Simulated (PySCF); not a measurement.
Start geometry of [TcO4]-, `[O]=[Tc-](=[O])(=[O])=[O]` from GFN2-xTB (Å):
```
atom  x, y, z in Å
Tc1    0.0611   -0.0767    0.0123
O2    -0.0066   -0.0312    1.6601
O3     1.5074    0.0034   -0.5911
O4    -0.6931    1.3717   -0.5469
O5    -0.7939   -1.3776   -0.5966
```

Question: What comes out of this run: PBE0-D3(BJ)/def2-SVP geometry optimisation, gas phase, def2 core potentials past Kr in PySCF 2.14.0?

Answer: 
```
atom  x, y, z in Å
Tc1    0.0144   -0.0220   -0.0124
O2     0.0285   -0.0416    1.6862
O3     1.6112   -0.0408   -0.5902
O4    -0.7681    1.3842   -0.5570
O5    -0.8112   -1.3903   -0.5887
```

The energy falls by 17.8 kcal/mol over 6 energy and gradient evaluations, the largest force component goes from 0.1721 to 1.6e-04 Eh/bohr, and the atoms move by 0.073 Å rms after alignment. The bond that changes most is Tc1–O3 (ends: technetium bonded to 4 O; oxygen bonded to Tc), which lengthens by 0.129 Å. Bonds longer at the end by more than 0.005 Å: 3 of 4; shorter: 1. Among the angles that change most is O3–Tc1–O4, from 103.6° to 109.5°. The orientation of the end geometry is arbitrary; only internal coordinates are fixed.

The run used 87 basis functions and 54 SCF cycles in all. Hardware: an AMD EPYC 9R45 with one thread, no GPU, shared host with 96 logical CPUs at a one-minute load of 70. Cost: 15 s wall, 0.35 GiB resident at most.

Whether it is a minimum is left open (no frequencies).
